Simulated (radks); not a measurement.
Neutral gadolinium inside a hard spherical wall (all orbitals vanish at R), configuration held at [Xe] 4f7 5d1 6s2 and not refilled when levels cross. Calculated with a radial shooting solver on a logarithmic mesh with Libxc functionals: scalar-relativistic Kohn-Sham, r2SCAN, spin-polarised, spherical densities, finite nucleus; open shells are filled with parallel spins first (spin-orbit coupling, left out, can overturn this in heavy ions); meta-GGA in the generalised Kohn-Sham scheme; Fermi nuclear charge, rms radius 5.1569 fm. Eigenvalues in eV for spin up, with the zero of energy where the potential of the charges vanishes at infinity; a dash marks a level that is unbound or too diffuse for the functional's potential to be trusted. A positive occupied level is held by the wall or, in an anion where self-interaction has pushed it up, behind a barrier. The pressure on the wall is -dE/dV.

R (bohr)  E (hartree)  kinetic (hartree)    e(5p)    e(4f)   e(6s)   e(5d)  e(6p, empty)  e(7s, empty)  pressure (GPa)
free      -11271.8965          12102.635  -29.333  -11.041  -4.522  -3.028        -1.351             -               0
15        -11271.8965          12102.635  -29.331  -11.039  -4.520  -3.027        -1.344         0.617        0.000148
12        -11271.8962          12102.638  -29.303  -11.012  -4.500  -3.002        -1.290         1.480         0.00520
10        -11271.8942          12102.656  -29.178  -10.884  -4.406  -2.893        -1.098         2.963          0.0559
8         -11271.8795          12102.753  -28.647  -10.339  -3.968  -2.431        -0.314         6.698           0.615
4         -11270.9199          12106.456  -21.143   -1.873  10.320   6.055        20.561        64.417             172
3         -11268.0877          12116.958  -10.631   10.523  41.969  20.632        60.097        152.00            1540
2.5       -11263.0858          12134.455    4.017   25.835  87.630  40.796        112.73        258.27            5970
2         -11248.3359          12181.907   41.200   57.410  197.35  89.726        233.25        486.41           29500
